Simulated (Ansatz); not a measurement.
`[SiH3]O[SiH2]Br` + HBr → `Br[SiH2]Br` + silanol at 500 K and 1 bar (ligand exchange at the Si–O bond).

Program: Ansatz. Geometries: PBE0-D4/def2-TZVP. ΔE: electronic, gas phase. CBS: MP2 limit from def2 TZ/QZ plus the TZ coupled-cluster correction, frozen cores. For Br outer-core shells are correlated without core-valence functions, which leaves a few kJ/mol of doubt a bond. Scalar relativity is left out up to krypton. Each species was taken in one conformer, which may not be the lowest.

```
          species  CCSD(T)/CBS energy (Eh)  H − E (kJ/mol)  S (J/(mol·K))
`[SiH3]O[SiH2]Br`              -3229.78766           172.4          436.9
              HBr              -2573.91920            30.5          213.7
     `Br[SiH2]Br`              -5437.00625            80.3          348.4
        `O[SiH3]`               -366.69042           127.5          292.9
```

H − E and S are ideal-gas, rigid-rotor, harmonic terms from PBE0-D4/def2-TZVP, for one conformer and one mirror image of each species. 1 Eh = 2625.50 kJ/mol, R = 8.31446 J/(mol·K).

Problem. By hand: ΔE, ΔH, ΔS and ΔG.

Solution. ΔE = (-5437.00625) + (-366.69042) − (-3229.78766) − (-2573.91920) = 0.01019 Eh = 26.8 kJ/mol. Δ(H − E) = 80.3 + 127.5 − 172.4 − 30.5 = 4.9, so ΔH = 31.7 kJ/mol. ΔS = 348.4 + 292.9 − 436.9 − 213.7 = -9.3 J/(mol·K). ΔG = 31.7 − 500 × (-9.3)/1000 = 36.4 kJ/mol.

Problem. By hand: the equilibrium constant, and the temperature at which ΔG would vanish if ΔH and ΔS stayed fixed.

Solution. log₁₀ K = −ΔG/(RT ln 10) = -3.8. ΔH and −TΔS have one sign here, so there is no such temperature.

The number of gas molecules stays the same, so ΔS is small and ΔH decides. A doubt of 5 kJ/mol in ΔE shifts log₁₀ K by 0.5 here. Other conformers and mirror images would add mixing entropy, several J/(mol·K) or more a flexible species. Modes under 60 cm⁻¹, often nearly free rotors, make the harmonic entropy too high. These are equilibria of isolated gas molecules and say nothing of rates. Largest T1 diagnostic: 0.011 (customary marks: 0.02 for closed shells, 0.045 for open ones).

ΔS is within the doubt of such terms, so its sign, and with it that verdict, could turn.
